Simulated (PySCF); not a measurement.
# How exact exchange moves a shielding

Molecule: `N#C/C=N\[SiH2][SiH3]`, C$_{2}$H$_{6}$N$_{2}$Si$_{2}$.

Mapped SMILES: `[N:1]#[C:2]/[CH:3]=[N:4]\[SiH2:5][SiH3:6]`; H(Xn) means a hydrogen on atom n.

GIAO shieldings (ppm, equivalent atoms averaged) in PySCF on the PBE0-D3(BJ)/def2-SVP geometry, basis pcSseg-1, gas phase, non-relativistic:

```tsv
functional	exact exchange (%)	σ(Si5)	σ(Si6)
BLYP	0	370.7	430.0
BP86	0	378.7	439.7
PBE	0	380.5	442.5
B3LYP	20	382.7	441.6
mPW1PW91	25	393.2	452.5
BHandHLYP	50	401.0	457.9
HF	100	434.5	485.6
```

Task: Fit each shielding as a line in the percentage of exact exchange.

Result: σ(Si5) = 375.7 + 0.57 x (rms 3.8 ppm); σ(Si6) = 436.7 + 0.48 x (rms 4.4 ppm). The functionals also differ in their semilocal parts, which the line can't hold; Hartree–Fock has no correlation at all.

Task: What does the line predict for PBE0 (25 %), and what does the run give?

Result: σ(Si5): 389.9 predicted, 395.2 computed; σ(Si6): 448.7 predicted, 455.9 computed ppm.
